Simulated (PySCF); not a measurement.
Compound: Si(vinyl)3(OMe), C₇H₁₂OSi.
Z-matrix (Å and degrees, PBE0-D3(BJ)/def2-SVP geometry), rows numbered from 1:
```
Si
C   1  1.8721
C   2  1.3387  1  122.76
H   2  1.0989  1  119.30  3   178.65
H   3  1.0965  2  121.50  1    -1.22
H   3  1.0960  2  122.42  1   178.66
C   1  1.8632  2  110.42  3   -92.22
C   7  1.3379  1  123.77  2  -124.91
H   7  1.0984  1  117.81  2    53.96
H   8  1.0961  7  121.50  1    -1.15
H   8  1.0962  7  122.20  1   179.30
C   1  1.8721  2  110.11  3   145.33
C  12  1.3393  1  122.36  2  -151.54
H  12  1.0986  1  119.67  2    28.59
H  13  1.0966 12  121.37  1     0.21
H  13  1.0962 12  122.51  1  -179.86
O   1  1.6721  2  109.32  3    23.74
C  17  1.4005  1  124.97  2    62.90
H  18  1.1049 17  112.20  1   -59.71
H  18  1.1011 17  108.69  1  -179.19
H  18  1.1049 17  111.99  1    61.47
```

The closed-shell ground state was solved at several levels (PySCF, density fitting, gas phase, non-relativistic).

| level | basis functions | total energy (Eh) | HOMO (eV) | LUMO (eV) | gap (eV) | dipole (D) |
| --- | --- | --- | --- | --- | --- | --- |
| B3LYP/def2-SVPD | 283 | -638.3549 | -7.46 | -1.19 | 6.27 | 0.99 |
| B3LYP/pcSseg-1 | 220 | -638.6418 | -7.42 | -1.10 | 6.32 | 1.07 |

(1) Estimate the row for PBE0/pcSseg-1, a basis of 220 functions; the other rows only guide the guess.

(2) Over all these levels, which gives the widest orbital gap and which the narrowest?

(3) How far do the dipole and the HOMO energy spread over the levels?

Answers

(1) Total energy -638.0604 Eh, HOMO -7.67 eV, LUMO -0.93 eV, gap 6.74 eV, dipole 1.07 D.

(2) PBE0/pcSseg-1 (global hybrid, 25 % exact exchange) has the widest, 6.74 eV, and B3LYP/def2-SVPD (global hybrid, 20 % exact exchange) the narrowest, 6.27 eV. Functional and basis both differ between the two, so the spread mixes both effects.

(3) The dipole runs from 0.99 to 1.07 D (mean 1.04 D) and the HOMO from -7.67 to -7.42 eV.

One conformer stands for the species.
